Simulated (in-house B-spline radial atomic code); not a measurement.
Computed with a B-spline radial atomic code. Model: two electrons, singlet ground state, non-relativistic, full CI in B-splines with partial waves to l = 8 (at full coupling up to 3e-4 hartree above the limit, correlation up to 0.6 % small), density held at that of full coupling by Lieb maximisation.

Along the adiabatic connection the electron repulsion is scaled by a coupling λ while a local potential keeps the density fixed. At λ = 0 the system is the Kohn-Sham one and W equals the exchange energy; the exchange-correlation energy is the area under W between 0 and 1. The kinetic energy rises with λ as the electrons avoid each other, with dT/dλ = −λ dW/dλ.

Command:
```bash
python run_ac.py task.json out
```
Settings (lengths in bohr, energies in hartree):
```
potential              coulomb
strength               6
lmax                   8
wall_radius            0.5
```

Cost of the run: 1.8 s on 1 thread of Intel(R) Xeon(R) Processor @ 2.30GHz, with other jobs on the host.

**W = mean repulsion less Hartree energy, and W of three functionals.**

Given: confinement point charge; nuclear charge 6; hard wall radius 0.5 bohr; external potential -Z/r.

Computed: LDA exchange minus exact 675.4 millihartree; PBE exchange minus exact 171.95 millihartree.

```csv
coupling,W xc (hartree),W xc minus exchange (millihartree),kinetic minus Kohn-Sham (millihartree),LDA (PW92) W minus its exchange (millihartree),PBE W minus its exchange (millihartree),SCAN W minus its exchange (millihartree)
0,-4.625,0,0,0,0,0
0.02,-4.6268,-1.868,0,-15.67,-2.34,-1.91
0.05,-4.6296,-4.662,0.2,-33.56,-5.87,-4.74
0.12,-4.6361,-11.153,0.7,-67.86,-14.13,-11.28
0.25,-4.648,-23.081,2.9,-119.74,-29.42,-23.19
0.4,?,?,?,?,?,?
0.6,-4.6794,-54.424,16.2,-227.98,-69.93,-54.13
0.8,-4.6968,-71.845,28.3,-279.08,-92.49,-71.19
1,-4.7139,-88.921,43.7,-325.31,-114.57,-87.84
1.4,-4.747,-122.08,83.5,-407.29,-157.28,-120.03
2,-4.7944,-169.45,163.9,-512.18,-217.86,-165.84
3,?,?,?,?,?,?
4.5,-4.9656,-340.69,712.3,-828.35,-432.34,-331.24
7,-5.1035,-478.55,1499.1,-1047,-601.49,-465.9
10,-5.237,-612.02,2626.1,-1244,-764.22,-598.63
```

What belongs in the row 0.4?

W xc (hartree): -4.6616; W xc minus exchange (millihartree): -36.65; kinetic minus Kohn-Sham (millihartree): 7.3; LDA (PW92) W minus its exchange (millihartree): -170.04; PBE W minus its exchange (millihartree): -46.93; SCAN W minus its exchange (millihartree): -36.64.

What belongs in the row 3?

W xc (hartree): -4.8676; W xc minus exchange (millihartree): -242.66; kinetic minus Kohn-Sham (millihartree): 346.3; LDA (PW92) W minus its exchange (millihartree): -656.28; PBE W minus its exchange (millihartree): -310.35; SCAN W minus its exchange (millihartree): -236.46.

What is the SCAN exchange minus exact?

18.505 millihartree.

**Energy parts, natural occupations and partial-wave weights.**

Computed: total energy -25.8990 hartree; exchange energy -4.625 hartree; correlation energy -0.04521 hartree; initial slope twice GL2 -0.093547 hartree; kinetic part over minus potential part 0.49157; Hartree energy 9.2499 hartree; Lieb Oxford ratio E_xc over LDA exchange 1.1825.

```tsv
natural	occupation of the shell (electrons)
s	1.9991
p	0.00069468
s	0.00012337
d	?
p	1.3255e-05
f	5.2391e-06
```

What belongs in the row d?

occupation of the shell (electrons): 3.802e-05.

| wave | weight |
| --- | --- |
| s | 0.99962 |
| p | 0.00035441 |
| d | 2.0373e-05 |
| f | ? |
| g | 7.0747e-07 |

What belongs in the row f?

weight: 2.9476e-06.

What is the kinetic part of the DFT correlation energy?

0.043711 hartree.

What is the Kohn-Sham kinetic?

53.772 hartree.

Half-way to full coupling W has made 51 % of its drop, against 50 % for a straight line, and second-order (GL2) theory, half the initial slope, overshoots the correlation energy by about 3 %: correlation is weak here. Over couplings 0 to 1 the errors in E_xc come to about +531 millihartree for LDA, +159 millihartree for PBE, +19 millihartree for SCAN, so SCAN is nearest. In LDA and PBE the errors of exchange and correlation have opposite signs, so the sum is smaller than the larger of the two.
